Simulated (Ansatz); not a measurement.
A nudged elastic band was laid between two geometries of FGeH3 + H2S (8 atoms, charge 0, multiplicity 1).

Theory: RKS PBE0/def2-SVP in Ansatz.

```
movable images  : 5
climbing image  : yes
spring          : 5.0 eV/Å²
optimiser       : quadratic models (default)
start path      : through a guess of the saddle point
force threshold : 0.03 eV/Å
iteration limit : 60
end points      : relaxed
```

Image 0:

```xyz
8
Properties=species:S:1:pos:R:3
Ge -0.497 0.020 -1.269
F 1.062 -0.618 -0.769
H -0.451 0.006 -2.805
H -0.591 1.444 -0.710
H -1.564 -0.928 -0.710
H 0.973 -0.642 1.370
S 0.249 -0.253 2.443
H 0.818 0.971 2.450
```

Image 6:

```xyz
8
Properties=species:S:1:pos:R:3
Ge -0.766 0.394 -0.554
F 1.516 -1.817 -0.153
H 0.427 0.606 -1.490
H -1.742 1.579 -0.632
H -1.489 -0.931 -0.808
H 1.236 -1.317 0.587
S -0.016 0.219 1.569
H 0.832 1.267 1.481
```

Problem. What changes between the two ends?

Solution. Bonds broken: Ge1–F2, H6–S7. Bonds formed: Ge1–S7, F2–H6. FGeH3 + H2S becomes FH + GeH4S.

Problem. Give the energies along the band, and the barrier.

Solution. The run converged. The highest image is number 3 of 0 to 6, 115.3 kJ/mol above the first end and 116.3 kJ/mol above the last; the last end lies 0.9 kJ/mol below the first. A vibrational analysis at the climbing image gives one clearly imaginary mode, 565i cm⁻¹: a first-order saddle point. The orbitals stay closed-shell, which can raise the energy where a bond breaks towards radicals; this wasn't checked here.

```csv
image,path coordinate (Å),energy (kJ/mol),Ge1–F2 (Å),H6–S7 (Å),Ge1–S7 (Å)
0,0.00,0.0,1.76,1.35,3.80
1,0.61,4.1,1.76,1.35,3.46
2,1.21,44.4,1.81,1.39,2.99
3,1.82,115.3,2.06,1.64,2.61
4,2.61,45.2,2.66,1.95,2.33
5,3.40,2.5,3.20,2.17,2.26
6,4.19,-0.9,3.20,2.21,2.26
```

Problem. What is the geometry of the highest image?

Solution. 
```xyz
8
Properties=species:S:1:pos:R:3
Ge -0.512 0.094 -0.742
F 1.257 -0.899 -0.406
H 0.023 0.056 -2.193
H -0.849 1.572 -0.465
H -1.664 -0.903 -0.590
H 1.051 -0.784 0.696
S 0.018 -0.155 1.805
H 0.677 1.021 1.894
```

Problem. What are the harmonic wavenumbers there?

Solution. 565i, 127, 257, 347, 436, 497, 640, 657, 796, 891, 944, 971, 1124, 1417, 2124, 2143, 2203, 2718 cm⁻¹.

The band took 14 iterations and about 2.7 core-minutes.

Run time: 87 s on 2 threads of Intel(R) Xeon(R) Platinum 8488C (Sapphire Rapids) (shared host), peak memory 0.21 GiB.
